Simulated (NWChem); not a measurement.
CH4OSi; SMILES O=C[SiH3]

Computed with NWChem. All runs use the structure optimised with PBE0/def2-SVP. Level MN15/def2-SVP: energy and gradient on several grids; changes count from the extra-fine grid, which is no exact limit either.

| grid | size of the energy change (μHa) | largest change of a gradient component (μHa/bohr) |
|---|---|---|
| xcoarse | 6000 | 3000 |
| coarse | 500 | 400 |
| medium | < 10 | 60 |
| fine | < 10 | < 30 |
| xfine | < 10 | < 30 |
